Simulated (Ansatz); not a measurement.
Geometry optimisation, RKS LDA/def2-SVP (Ansatz).

input.yaml

```yaml
crystal:
  periodic: [false, false, false]
  atoms:
    - { symbol: Br, position_ang: [-0.39, -0.6419, -1.7056] }
    - { symbol: H, position_ang: [0.2681, 0.5657, -1.9659] }
    - { symbol: H, position_ang: [0.4352, -0.002, 1.7352] }
    - { symbol: H, position_ang: [-0.3134, 0.0783, 1.9362] }
basis:
  gaussian: { orbitals: def2-SVP }
hamiltonian:
  xc: lda
relax:
  f_tol: 0.02
  max_steps: 40
scf:
  lower_state_search: "off"
```

Command:

```bash
$ ansatz run input.yaml --threads 1 --pin off --max-ram 2048MiB --backend cpu --events-out ev --progress --plain --runs-dir out
```

Problem. Where does it end, and by what steps?

Solution. The run converged. The force dipped under the threshold on the way, but the program's further checks kept it going. After 15 steps the energy has fallen by 0.074 eV; H3 moved furthest, 0.75 Å.

```
step  energy less start (eV)  largest force component (eV/Å)  accepted
   0                  0.0000                           0.805       yes
   1                 -0.0182                           0.168       yes
   2                 -0.0196                           0.024       yes
   3                 -0.0218                           0.303       yes
   4                 -0.0434                           0.067       yes
   5                 -0.0627                           0.240       yes
   6                 -0.0727                           0.033       yes
   7                 -0.0729                           0.026       yes
   8                 -0.0735                           0.006       yes
   9                 -0.0729                           0.192        no
  10                 -0.0737                           0.050       yes
  11                 -0.0720                           0.240        no
  12                 -0.0739                           0.002       yes
  13                 -0.0740                           0.017       yes
  14                 -0.0739                           0.032        no
  15                 -0.0740                           0.004       yes
```

```xyz
4
Properties=species:S:1:pos:R:3
Br -0.268 -0.728 -1.547
H 0.263 0.604 -1.509
H -0.052 -0.087 1.169
H 0.057 0.211 1.887
```

The run took 4.6 s on 1 thread of Arm Neoverse V2 (shared host), peak memory 0.083 GiB.
